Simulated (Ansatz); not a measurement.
Cost and result for the atomization energy of Cl2FGeH4NSi, SMILES `F[SiH](Cl)[NH][GeH2][Cl]` (10 atoms, 9 bonds).

```
atom    x (Å)    y (Å)    z (Å)
  F1  -1.9545   0.9600   1.5888
 Si2  -1.3976   0.7772   0.1099
 Cl3  -0.3036   2.4484  -0.2930
  N4  -0.3935  -0.5809  -0.0318
 Ge5   1.4306  -0.7020   0.0793
 Cl6   2.2868  -0.4248  -1.8793
  H7  -2.5707   0.6842  -0.7746
  H8  -0.8490  -1.4463  -0.2861
  H9   1.7870  -2.1267   0.5106
 H10   1.9646   0.4109   0.9762
```

Charge 0, multiplicity 1. Correlated methods include outer-core shells of Ge, which these sets cover unevenly. Scalar relativity is left out up to krypton. The structure was optimised at the PBE0-D4/def2-TZVP level. It is one conformer, not always the lowest. Program: Ansatz. All runs use 2 threads of an AMD EPYC 7R13 on a shared host and a share of an NVIDIA H100 80 GB. Times are those of one run each, without the atoms' runs, and a repeat can differ threefold. Electronic energies, without spin–orbit coupling; frozen cores. CCSD(T)/CBS adds CCSD(T) − MP2 in def2-TZVPP to the MP2 limit, and its time is that of the two runs behind it. T1 = 0.011. With those shells the extrapolation isn't a true limit. B3LYP takes the VWN-RPA correlation (the form of Gaussian; ORCA's B3LYP/G).

CCSD(T)/CBS is a level of theory with its own doubt, some kJ/mol a heavy atom from the limit and from the frozen cores, so smaller differences don't rank the functionals.

```
                             level  functions  wall time
   PBE-D4/def2-TZVPP (with forces)        292      2.8 s
 B3LYP-D4/def2-TZVPP (with forces)        292        3 s
r2SCAN-D4/def2-TZVPP (with forces)        292      3.2 s
                 B2PLYP/def2-TZVPP        292      3.7 s
                PBE0-D4/def2-TZVPP        292      3.9 s
                ωB97X-V/def2-TZVPP        292        6 s
                    MP2/def2-QZVPP        533      6.5 s
  ωB97M-V/def2-TZVPP (with forces)        292      7.5 s
                CCSD(T)/def2-TZVPP        292       10 s
                 CCSD(T)/CBS(def2)          –       17 s
```

What atomization energy does each give, and how far from CCSD(T)/CBS? (Estimate.)

The calculation gave: 
| level | atomization (kcal/mol) | difference from CCSD(T)/CBS | per bond |
| --- | --- | --- | --- |
| PBE-D4/def2-TZVPP (with forces) | 803.2 | 0.3 | 0.0 |
| B3LYP-D4/def2-TZVPP (with forces) | 790.7 | -12.2 | -1.3 |
| r2SCAN-D4/def2-TZVPP (with forces) | 799.3 | -3.6 | -0.4 |
| B2PLYP/def2-TZVPP | 785.0 | -17.9 | -2.0 |
| PBE0-D4/def2-TZVPP | 791.2 | -11.7 | -1.3 |
| ωB97X-V/def2-TZVPP | 805.6 | 2.7 | 0.3 |
| MP2/def2-QZVPP | 812.3 | 9.4 | 1.1 |
| ωB97M-V/def2-TZVPP (with forces) | 800.5 | -2.4 | -0.3 |
| CCSD(T)/def2-TZVPP | 777.8 | -25.1 | -2.8 |
| CCSD(T)/CBS(def2) | 802.9 | 0.0 | 0.0 |

The D4 term adds +12.6 kcal/mol with B3LYP and +6.7 kcal/mol with PBE0; it sums over pairs of atoms, weighted by their polarisabilities, and B3LYP, whose exchange is more repulsive, gets the larger term. In def2-TZVPP, CCSD(T) changes the Hartree–Fock value by +204.7 kcal/mol (the triples alone add +13.6 kcal/mol) and MP2 by +224.1 kcal/mol; breaking electron pairs costs correlation energy, which Hartree–Fock lacks. From PBE to PBE0 (25 % exact exchange), in def2-TZVPP and without D4, the atomization energy moves by −10.9 kcal/mol: exact exchange takes away binding that semilocal exchange gives to molecules.
